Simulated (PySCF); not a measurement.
What settings do to a single point of [Yb(NH3)3]2+

The sound run of [Yb(NH3)3]2+ (singlet in the valence; each metal's 4f electrons, 14 of them, lie in its core potential, out of spins and levels) uses PySCF 2.14.0, RKS TPSS, Yb lcecp-0-SVP with ECP60, N def2-SVP, H def2-SVP; non-relativistic Hamiltonian with scalar-relativistic core potentials where named; density fitting; no spin-orbit coupling, grid (50, 194), threshold 1e-8 Eh and 55 cycles, at the relaxed geometry:

```xyz
13

Yb    0.0000    0.0000    0.0000
N     2.5833    0.0001    0.0000
H     3.0204   -0.4687    0.8118
H     3.0204   -0.4687   -0.8118
H     3.0206    0.9373    0.0000
N    -1.2918    2.2371    0.0000
H    -1.1043    2.8501    0.8118
H    -1.1043    2.8501   -0.8118
H    -2.3221    2.1473    0.0000
N    -1.2915   -2.2372    0.0000
H    -1.9161   -2.3814    0.8118
H    -1.9161   -2.3814   -0.8118
H    -0.6985   -3.0846    0.0000
```

There Yb1 has a Mulliken charge of 1.19 e and the dipole about the centre of mass is 0.00 D. Each run below changes one thing and starts from free metal ions and neutral atoms unless it says otherwise; with 55 cycles, smearing, a level shift and second-order steps follow where DIIS fails, and their cycles count. Energy shifts count from the sound run. On f atoms grids over 110 angular points are at least (60, 302).

| change | outcome | cycles | energy shift (eV) | largest force component (eV/Å) | charge on Yb1 (e) | dipole about the centre of mass (D) |
| --- | --- | --- | --- | --- | --- | --- |
| all coordinates × 1.12 | converged | 8 | 2.67 | 3.42 | 1.24 | 0.00 |
| H12 put 0.5 Å from Yb1, limit 99 cycles | converged | 13 | 108.18 | 393.42 | 2.62 | 5.32 |

(1) One further run converged with energy shift (eV) 0.0099, largest force component (eV/Å) 0.00, charge on Yb1 (e) 1.19, dipole about the centre of mass (D) 0.00. Which change was it?
A. threshold 1e-06
B. grid (99, 590)
C. cycle limit 5

(2) And the other changes listed?

Unsound on purpose, so not properties of the compound: H12 put 0.5 Å from Yb1, limit 99 cycles.

Forces carry noise of the integration grid, about 0.01 to 0.03 eV/Å.

No frequency check is given that shows the relaxed geometry to be a minimum. An lcecp potential fixes the number of 4f electrons, so in runs with it no electron can move into or out of that shell.

Answers

(1) B.

(2) 
```csv
change,outcome,cycles,energy shift (eV),largest force component (eV/Å),charge on Yb1 (e),dipole about the centre of mass (D)
cycle limit 5,not converged,5,–,–,–,–
threshold 1e-06,converged,6,0.0000,0.01,1.19,0.00
```
